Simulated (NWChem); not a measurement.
System: C3H6BF; SMILES C1B(CC1)F

Excerpt of the output:

```
             Northwest Computational Chemistry Package (NWChem) 7.3.0
             --------------------------------------------------------

 CS  symmetry detected

                             Geometry "geometry" -> ""
                             -------------------------

 Output coordinates in angstroms (scale by  1.889725989 to convert to a.u.)

  No.       Tag          Charge          X              Y              Z
 ---- ---------------- ---------- -------------- -------------- --------------
    1 F                    9.0000     0.07792435     1.94280792     0.00000000
    2 B                    5.0000    -0.06944413     0.62398427     0.00000000
    3 C                    6.0000    -0.10228489    -0.45655007     1.15367100
    4 C                    6.0000     0.17726837    -1.48648240     0.00000000
    5 C                    6.0000    -0.10228489    -0.45655007    -1.15367100
    6 H                    1.0000     0.62313416    -0.41396691     1.97340500
    7 H                    1.0000    -1.09755230    -0.59422204     1.59640000
    8 H                    1.0000     1.22079371    -1.81654796     0.00000000
    9 H                    1.0000    -0.46224748    -2.37477149     0.00000000
   10 H                    1.0000     0.62313416    -0.41396691    -1.97340500
   11 H                    1.0000    -1.09755230    -0.59422204    -1.59640000

 Effective nuclear repulsion energy (a.u.)     158.3323312376

      Symmetry information
      --------------------

 Group name             Cs
 Group number              2
 Group order               2
 No. of unique centers     8

                                 NWChem DFT Module
                                 -----------------

 Summary of "ao basis" -> "ao basis" (spherical)
 ------------------------------------------------------------------------------
       Tag                 Description            Shells   Functions and Types
 ---------------- ------------------------------  ------  ---------------------
 F                          def2-svp                 6       14   3s2p1d
 B                          def2-svp                 6       14   3s2p1d
 C                          def2-svp                 6       14   3s2p1d
 H                          def2-svp                 3        5   2s1p

      Symmetry analysis of basis
      --------------------------

        a'         62
        a"         38

            General Information
            -------------------
          SCF calculation type: DFT
          Wavefunction type:  closed shell.
          No. of atoms     :    11
          No. of electrons :    38
           Alpha electrons :    19
            Beta electrons :    19
          Charge           :     0
          Spin multiplicity:     1
          Use of symmetry is: on ; symmetry adaption is: on
          Maximum number of iterations: 150
          AO basis - number of functions:   100
                     number of shells:    48
          Convergence on energy requested:  1.00D-06
          Convergence on density requested:  1.00D-05
          Convergence on gradient requested:  5.00D-04

              XC Information
              --------------
                        M06-L Method XC Functional
                         M06-L Exchange Functional  1.000
                       M06-L Correlation Potential  1.000

             Grid Information
             ----------------
          Grid used for XC integration:  xcoarse
          Radial quadrature: Mura-Knowles
          Angular quadrature: Lebedev.
          Tag              B.-S. Rad. Rad. Pts. Rad. Cut. Ang. Pts.
          ---              ---------- --------- --------- ---------
          F                   0.50       21          11.0       194
          B                   0.85       21           8.0       194
          C                   0.70       21           8.0       194
          H                   0.35       21          10.0       194
          Grid pruning is: on
          Number of quadrature shells:   168
          Spatial weights used:  Erf1

      Superposition of Atomic Density Guess
      -------------------------------------

 Sum of atomic energies:        -239.66661167

      Non-variational initial energy
      ------------------------------

 Total energy =    -242.616499
 1-e energy   =    -639.200622
 2-e energy   =     238.251791
 HOMO         =      -0.337950
 LUMO         =       0.020217

      Symmetry analysis of molecular orbitals - initial
      -------------------------------------------------

  Numbering of irreducible representations:

     1 a'          2 a"

  Orbital symmetries:

[...]

                         DFT ENERGY GRADIENTS

    atom               coordinates                        gradient
                 x          y          z           x          y          z
   1 F       0.147256   3.671375   0.000000   -0.000370  -0.002719   0.000000
   2 B      -0.131230   1.179159   0.000000    0.000529   0.015801   0.000000
   3 C      -0.193290  -0.862755   2.180122   -0.002552   0.002200   0.013423
   4 C       0.334989  -2.809044   0.000000    0.004586  -0.016717   0.000000
   5 C      -0.193290  -0.862755  -2.180122   -0.002552   0.002200  -0.013423
   6 H       1.177553  -0.782284   3.729195    0.001009  -0.000238  -0.000298
   7 H      -2.074073  -1.122917   3.016759   -0.000744  -0.000513  -0.000170
   8 H       2.306966  -3.432778   0.000000    0.000716   0.000630   0.000000
   9 H      -0.873521  -4.487667   0.000000   -0.000886   0.000108   0.000000
  10 H       1.177553  -0.782284  -3.729195    0.001009  -0.000238   0.000298
  11 H      -2.074073  -1.122917  -3.016759   -0.000744  -0.000513   0.000170
```

Level: M06-L/def2-SVP. Coordinates come from a B3LYP/6-31G* (spherical d) optimisation.

### Question
Write an input that gives this output.

### Answer
One answer among several that fit: the input that was run:
```
start job
memory heap 200 mb stack 900 mb global 1100 mb
geometry units angstroms noautoz
  F      0.155332    -1.936488     0.000000
  B     -0.035747    -0.623285    -0.000000
  C     -0.104449     0.455563     1.153671
  C      0.140751     1.494210     0.000000
  C     -0.104449     0.455563    -1.153671
  H      0.621984     0.437091     1.973405
  H     -1.103739     0.560111     1.596400
  H      1.172741     1.858744     0.000000
  H     -0.527908     2.360774    -0.000000
  H      0.621984     0.437091    -1.973405
  H     -1.103739     0.560111    -1.596400
end
basis spherical
  * library def2-svp
end
dft
  xc m06-l
  grid xcoarse
  iterations 150
  mulliken
end
task dft gradient
```
